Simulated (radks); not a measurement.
Task: Species: Gd44+. Configuration: [Ar] 3d2. Calculated with a radial shooting solver on a logarithmic mesh with Libxc functionals: scalar-relativistic Kohn-Sham, exchange-only LDA, spin-polarised, spherical densities, point nucleus; open shells are filled with parallel spins first (spin-orbit coupling, left out, can overturn this in heavy ions). Some entries of the table are withheld. Estimate them.

orbital  occ.  eigenvalue (hartree)  <r^2> (bohr^2)
1s up       1             -1935.828       0.0006556
1s down     1             -1935.818       0.0006555
2s up       1             -397.7883         0.01012
2s down     1             -397.4190         0.01011
2p up       3             -365.0058        0.008127
2p down     3             -364.7140        0.008115
3s up       1             -148.6189             (1)
3s down     1             -148.2168             (2)
3p up       3             -138.5872             (3)
3p down     3             -138.1749             (4)
3d up       2             -127.4474             (5)
3d down     0             -126.9360             (6)

Result: 
(1) 3s up <r^2> (bohr^2): 0.05974
(2) 3s down <r^2> (bohr^2): 0.05987
(3) 3p up <r^2> (bohr^2): 0.05802
(4) 3p down <r^2> (bohr^2): 0.05818
(5) 3d up <r^2> (bohr^2): 0.04565
(6) 3d down <r^2> (bohr^2): 0.04582
